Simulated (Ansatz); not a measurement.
A short molecular-dynamics run on CH₇GeIn.

```yaml
crystal:
  periodic: [false, false, false]
  atoms:
    - {symbol: C, position_ang: [-1.270572, 1.335354, 0.193022]}
    - {symbol: In, position_ang: [0.288860, 1.764010, 1.752549]}
    - {symbol: Ge, position_ang: [1.137473, -1.399814, -0.353612]}
    - {symbol: H, position_ang: [-0.863106, 1.385321, -0.822820]}
    - {symbol: H, position_ang: [-2.071530, 2.079961, 0.263817]}
    - {symbol: H, position_ang: [-1.727321, 0.347869, 0.323452]}
    - {symbol: H, position_ang: [1.550968, -0.387737, 0.741338]}
    - {symbol: H, position_ang: [-0.170766, -2.077488, 0.067223]}
    - {symbol: H, position_ang: [0.954220, -0.654904, -1.679459]}
    - {symbol: H, position_ang: [2.254773, -2.443870, -0.482610]}
basis:
  gaussian: {orbitals: def2-SVP}
hamiltonian: {xc: {name: revPBE}, dispersion: d3bj}
md: {timestep: 0.5 fs, n_steps: 50, ensemble: nve, temperature: 1000, initial_velocities: maxwell_boltzmann, seed: 205}
```

```sh
$ ansatz run in.yaml --threads 4 --pin off --events-out ev --progress --plain --max-ram 10444MiB
```

```csv
step,time (fs),potential energy (eV),kinetic (eV),T (K),conserved (eV)
0,0.0,-62831.6542,1.0341,1000,-62830.6201
1,0.5,-62831.6407,1.0205,987,-62830.6201
2,1.0,-62831.5765,0.9570,925,-62830.6194
3,1.5,-62831.4728,0.8546,826,-62830.6182
4,2.0,-62831.3494,0.7328,709,-62830.6166
5,2.5,-62831.2305,0.6152,595,-62830.6152
6,3.0,-62831.1383,0.5240,507,-62830.6142
7,3.5,-62831.0882,0.4742,459,-62830.6140
8,4.0,-62831.0847,0.4703,455,-62830.6144
9,4.5,-62831.1213,0.5060,489,-62830.6153
10,5.0,-62831.1835,0.5670,548,-62830.6165
11,5.5,-62831.2529,0.6353,614,-62830.6175
12,6.0,-62831.3121,0.6937,671,-62830.6184
13,6.5,-62831.3474,0.7286,705,-62830.6188
14,7.0,-62831.3514,0.7326,708,-62830.6188
15,7.5,-62831.3235,0.7051,682,-62830.6183
16,8.0,-62831.2709,0.6534,632,-62830.6175
17,8.5,-62831.2066,0.5900,571,-62830.6165
18,9.0,-62831.1452,0.5294,512,-62830.6158
19,9.5,-62831.0978,0.4822,466,-62830.6156
20,10.0,-62831.0677,0.4518,437,-62830.6159
21,10.5,-62831.0512,0.4349,421,-62830.6163
22,11.0,-62831.0415,0.4248,411,-62830.6167
23,11.5,-62831.0332,0.4165,403,-62830.6167
24,12.0,-62831.0253,0.4088,395,-62830.6165
25,12.5,-62831.0209,0.4048,391,-62830.6161
26,13.0,-62831.0257,0.4099,396,-62830.6158
27,13.5,-62831.0450,0.4294,415,-62830.6156
28,14.0,-62831.0820,0.4664,451,-62830.6156
29,14.5,-62831.1361,0.5202,503,-62830.6159
30,15.0,-62831.2031,0.5868,567,-62830.6164
31,15.5,-62831.2756,0.6586,637,-62830.6170
32,16.0,-62831.3439,0.7262,702,-62830.6177
33,16.5,-62831.3975,0.7792,753,-62830.6184
34,17.0,-62831.4264,0.8075,781,-62830.6189
35,17.5,-62831.4229,0.8037,777,-62830.6192
36,18.0,-62831.3839,0.7649,740,-62830.6190
37,18.5,-62831.3136,0.6954,672,-62830.6182
38,19.0,-62831.2249,0.6079,588,-62830.6170
39,19.5,-62831.1381,0.5226,505,-62830.6155
40,20.0,-62831.0762,0.4618,447,-62830.6144
41,20.5,-62831.0568,0.4428,428,-62830.6140
42,21.0,-62831.0853,0.4707,455,-62830.6146
43,21.5,-62831.1526,0.5368,519,-62830.6159
44,22.0,-62831.2395,0.6223,602,-62830.6172
45,22.5,-62831.3238,0.7055,682,-62830.6183
46,23.0,-62831.3875,0.7686,743,-62830.6189
47,23.5,-62831.4201,0.8011,775,-62830.6190
48,24.0,-62831.4187,0.8000,774,-62830.6187
49,24.5,-62831.3867,0.7685,743,-62830.6182
50,25.0,-62831.3316,0.7140,691,-62830.6176
```

Velocities are drawn at the set temperature; a run this short doesn't reach equilibrium.

Frames (Å, forces in eV/Å):

```xyz
10
time=0.0 fs
C    -1.271    1.335    0.193    0.105    0.026    0.109
In    0.289    1.764    1.753    0.326    0.110    0.342
Ge    1.137   -1.400   -0.354    0.014   -0.009    0.001
H    -0.863    1.385   -0.823    0.197    0.016   -0.514
H    -2.072    2.080    0.264   -0.417    0.374    0.025
H    -1.727    0.348    0.323   -0.229   -0.496    0.052
H     1.551   -0.388    0.741    0.067    0.148    0.165
H    -0.171   -2.077    0.067   -0.225   -0.111    0.070
H     0.954   -0.655   -1.679   -0.034    0.129   -0.225
H     2.255   -2.444   -0.483    0.196   -0.187   -0.025
10
time=1.5 fs
C    -1.269    1.347    0.201   -1.233   -0.122   -0.212
In    0.288    1.765    1.753    0.350    0.158    0.415
Ge    1.137   -1.400   -0.354    0.322   -2.292   -0.443
H    -0.825    1.319   -0.819   -0.090    0.214   -0.063
H    -2.120    2.124    0.231    0.832   -0.783   -0.146
H    -1.734    0.322    0.340    0.123    0.578    0.027
H     1.555   -0.416    0.637    0.489    1.276    1.393
H    -0.177   -2.099    0.076    0.055    0.027   -0.026
H     1.018   -0.726   -1.670   -0.253    0.558   -1.090
H     2.330   -2.462   -0.496   -0.595    0.387    0.143
10
time=3.0 fs
C    -1.270    1.358    0.209   -1.681   -0.440   -0.764
In    0.287    1.765    1.754    0.374    0.192    0.469
Ge    1.136   -1.401   -0.355    0.378   -3.705   -0.855
H    -0.788    1.258   -0.816   -0.425    0.441    0.469
H    -2.151    2.152    0.196    1.430   -1.313   -0.175
H    -1.738    0.307    0.357    0.285    1.173    0.028
H     1.569   -0.418    0.563    0.799    2.094    2.160
H    -0.182   -2.120    0.084    0.288    0.171   -0.103
H     1.076   -0.785   -1.682   -0.372    0.707   -1.506
H     2.393   -2.472   -0.507   -1.075    0.680    0.278
10
time=4.5 fs
C    -1.273    1.369    0.215   -1.400   -0.730   -1.137
In    0.287    1.766    1.755    0.391    0.216    0.496
Ge    1.136   -1.403   -0.356    0.744   -3.331   -0.892
H    -0.761    1.206   -0.804   -0.609    0.638    0.726
H    -2.153    2.153    0.157    1.383   -1.236   -0.144
H    -1.737    0.317    0.374    0.219    1.169    0.085
H     1.599   -0.377    0.532    0.582    1.719    1.737
H    -0.181   -2.137    0.091    0.397    0.278   -0.133
H     1.127   -0.830   -1.726   -0.430    0.523   -1.115
H     2.433   -2.467   -0.511   -1.276    0.755    0.377
10
time=6.0 fs
C    -1.279    1.378    0.220   -0.458   -0.957   -1.146
In    0.286    1.767    1.755    0.395    0.234    0.499
Ge    1.135   -1.406   -0.358    1.415   -1.798   -0.789
H    -0.746    1.168   -0.777   -0.557    0.720    0.594
H    -2.126    2.129    0.115    0.665   -0.534   -0.143
H    -1.731    0.351    0.394   -0.060    0.590    0.217
H     1.641   -0.299    0.538   -0.008    0.539    0.675
H    -0.172   -2.148    0.094    0.353    0.316   -0.109
H     1.168   -0.864   -1.793   -0.493    0.219   -0.236
H     2.446   -2.447   -0.508   -1.252    0.671    0.438
10
time=7.5 fs
C    -1.286    1.385    0.222    0.996   -1.166   -0.700
In    0.286    1.767    1.756    0.387    0.249    0.482
Ge    1.135   -1.409   -0.359    1.928   -0.246   -0.846
H    -0.743    1.145   -0.737   -0.254    0.620    0.090
H    -2.086    2.094    0.070   -0.655    0.721   -0.278
H    -1.726    0.397    0.418   -0.484   -0.381    0.416
H     1.684   -0.210    0.559   -0.528   -0.497   -0.174
H    -0.155   -2.153    0.095    0.168    0.276   -0.040
H     1.199   -0.893   -1.866   -0.563   -0.007    0.592
H     2.433   -2.412   -0.495   -0.994    0.430    0.458
10
time=9.0 fs
C    -1.291    1.391    0.223    1.783   -1.072    0.049
In    0.285    1.768    1.757    0.375    0.268    0.462
Ge    1.136   -1.413   -0.361    1.990    0.985   -0.993
H    -0.745    1.135   -0.696    0.214    0.324   -0.627
H    -2.059    2.074    0.018   -1.580    1.606   -0.445
H    -1.732    0.436    0.452   -0.796   -1.094    0.558
H     1.715   -0.131    0.577   -0.825   -1.082   -0.615
H    -0.135   -2.152    0.095   -0.103    0.178    0.055
H     1.217   -0.922   -1.926   -0.612   -0.111    1.119
H     2.398   -2.369   -0.473   -0.448   -0.002    0.437
10
time=10.5 fs
C    -1.293    1.394    0.224    0.710   -0.440    0.445
In    0.285    1.769    1.758    0.367    0.295    0.456
Ge    1.137   -1.416   -0.363    1.555    1.972   -1.088
H    -0.742    1.132   -0.668    0.543   -0.022   -1.109
H    -2.063    2.085   -0.042   -0.955    1.043   -0.210
H    -1.755    0.452    0.496   -0.667   -0.845    0.407
H     1.729   -0.075    0.582   -0.943   -1.331   -0.786
H    -0.117   -2.147    0.097   -0.370    0.071    0.148
H     1.223   -0.953   -1.962   -0.621   -0.127    1.344
H     2.355   -2.326   -0.441    0.381   -0.615    0.392
10
time=12.0 fs
C    -1.294    1.397    0.226   -0.904    0.022    0.092
In    0.285    1.770    1.760    0.358    0.324    0.464
Ge    1.139   -1.419   -0.366    0.869    2.649   -1.051
H    -0.729    1.128   -0.663    0.390   -0.195   -0.878
H    -2.087    2.119   -0.106    0.316   -0.165    0.356
H    -1.791    0.451    0.549   -0.171    0.053   -0.044
H     1.722   -0.047    0.571   -0.956   -1.401   -0.827
H    -0.107   -2.140    0.102   -0.525    0.012    0.204
H     1.215   -0.986   -1.970   -0.588   -0.091    1.320
H     2.319   -2.296   -0.400    1.210   -1.209    0.365
10
time=13.5 fs
C    -1.296    1.399    0.228   -1.635    0.038   -0.647
In    0.285    1.771    1.761    0.340    0.346    0.466
Ge    1.141   -1.421   -0.369    0.454    2.652   -0.814
H    -0.708    1.121   -0.676   -0.130   -0.173   -0.117
H    -2.105    2.149   -0.163    1.087   -0.940    0.811
H    -1.831    0.451    0.602    0.314    0.784   -0.518
H     1.695   -0.049    0.542   -0.889   -1.341   -0.784
H    -0.107   -2.133    0.110   -0.495    0.029    0.197
H     1.195   -1.022   -1.950   -0.513   -0.015    1.042
H     2.309   -2.291   -0.352    1.469   -1.380    0.365
10
time=15.0 fs
C    -1.301    1.402    0.229   -1.521   -0.077   -1.207
In    0.285    1.772    1.762    0.305    0.358    0.449
Ge    1.143   -1.422   -0.372    0.533    1.724   -0.290
H    -0.690    1.110   -0.691   -0.600   -0.111    0.575
H    -2.101    2.161   -0.203    1.214   -1.107    0.988
H    -1.864    0.467    0.643    0.561    1.009   -0.802
H     1.650   -0.080    0.496   -0.709   -1.046   -0.589
H    -0.119   -2.126    0.123   -0.298    0.099    0.130
H     1.163   -1.058   -1.908   -0.405    0.102    0.434
H     2.329   -2.315   -0.296    0.920   -0.952    0.312
10
time=16.5 fs
C    -1.309    1.405    0.228   -0.808   -0.202   -1.298
In    0.285    1.773    1.764    0.256    0.359    0.409
Ge    1.145   -1.423   -0.375    0.722    0.064    0.427
H    -0.684    1.097   -0.695   -0.783   -0.115    0.873
H    -2.072    2.149   -0.222    0.773   -0.689    0.837
H    -1.886    0.505    0.667    0.510    0.732   -0.811
H     1.589   -0.132    0.437   -0.368   -0.324   -0.129
H    -0.136   -2.116    0.139   -0.025    0.174    0.034
H     1.123   -1.092   -1.857   -0.297    0.242   -0.491
H     2.368   -2.359   -0.233    0.021   -0.240    0.149
10
time=18.0 fs
C    -1.319    1.407    0.224    0.468   -0.407   -0.835
In    0.285    1.774    1.765    0.200    0.350    0.353
Ge    1.148   -1.423   -0.378    0.661   -1.961    0.889
H    -0.694    1.081   -0.681   -0.637   -0.220    0.718
H    -2.027    2.124   -0.224   -0.221    0.354    0.286
H    -1.897    0.557    0.675    0.135    0.012   -0.506
H     1.520   -0.191    0.377    0.117    0.940    0.646
H    -0.154   -2.102    0.156    0.216    0.208   -0.056
H     1.076   -1.120   -1.817   -0.223    0.338   -1.418
H     2.408   -2.409   -0.167   -0.715    0.385   -0.076
10
time=19.5 fs
C    -1.327    1.408    0.219    1.756   -0.511   -0.002
In    0.285    1.775    1.767    0.144    0.334    0.295
Ge    1.151   -1.424   -0.381    0.445   -3.665    0.709
H    -0.718    1.060   -0.652   -0.207   -0.435    0.140
H    -1.986    2.106   -0.220   -1.295    1.584   -0.428
H    -1.906    0.609    0.672   -0.457   -0.881    0.012
H     1.454   -0.229    0.330    0.541    2.290    1.418
H    -0.168   -2.084    0.171    0.356    0.188   -0.116
H     1.025   -1.141   -1.806   -0.156    0.301   -1.737
H     2.433   -2.450   -0.103   -1.127    0.795   -0.292
10
time=21.0 fs
C    -1.332    1.409    0.214    1.655    0.043    0.572
In    0.285    1.777    1.769    0.097    0.314    0.249
Ge    1.153   -1.427   -0.383    0.345   -3.881    0.282
H    -0.746    1.030   -0.620    0.298   -0.683   -0.624
H    -1.972    2.121   -0.224   -1.296    1.696   -0.524
H    -1.924    0.643    0.668   -0.823   -1.275    0.343
H     1.399   -0.220    0.313    0.616    2.521    1.473
H    -0.174   -2.063    0.184    0.373    0.126   -0.130
H     0.970   -1.157   -1.831   -0.014    0.139   -1.183
H     2.435   -2.475   -0.045   -1.251    1.000   -0.457
10
time=22.5 fs
C    -1.335    1.410    0.210    0.196    0.779    0.562
In    0.285    1.778    1.770    0.058    0.289    0.209
Ge    1.156   -1.430   -0.385    0.292   -2.472    0.130
H    -0.768    0.985   -0.601    0.443   -0.703   -0.984
H    -1.984    2.170   -0.238   -0.234    0.500    0.058
H    -1.959    0.651    0.672   -0.557   -0.757    0.166
H     1.357   -0.158    0.327    0.442    1.343    0.722
H    -0.173   -2.038    0.194    0.280    0.045   -0.098
H     0.915   -1.169   -1.881    0.210   -0.038   -0.211
H     2.409   -2.479    0.003   -1.128    1.015   -0.553
10
time=24.0 fs
C    -1.337    1.412    0.207   -0.970    0.719    0.121
In    0.285    1.779    1.772    0.018    0.257    0.164
Ge    1.159   -1.434   -0.388    0.023   -0.642    0.075
H    -0.781    0.926   -0.602    0.038   -0.266   -0.585
H    -2.001    2.230   -0.251    0.712   -0.717    0.552
H    -2.006    0.643    0.678    0.066    0.136   -0.251
H     1.324   -0.068    0.355    0.313   -0.104   -0.118
H    -0.165   -2.012    0.203    0.107   -0.035   -0.035
H     0.865   -1.182   -1.936    0.438   -0.156    0.629
H     2.360   -2.461    0.040   -0.745    0.807   -0.551
10
time=25.0 fs
C    -1.339    1.414    0.205   -1.265    0.314   -0.242
In    0.285    1.780    1.773   -0.010    0.231    0.128
Ge    1.161   -1.437   -0.389   -0.334    0.427   -0.036
H    -0.789    0.883   -0.610   -0.341    0.186   -0.112
H    -2.006    2.263   -0.254    1.025   -1.188    0.675
H    -2.037    0.638    0.680    0.422    0.603   -0.457
H     1.307   -0.008    0.374    0.292   -0.809   -0.501
H    -0.158   -1.996    0.208   -0.029   -0.081    0.015
H     0.836   -1.192   -1.966    0.560   -0.197    1.002
H     2.318   -2.439    0.057   -0.321    0.514   -0.472
```

It took 60 s on 4 threads of an Arm Neoverse V1 on a shared host, with 0.16 GiB of host memory at the peak.
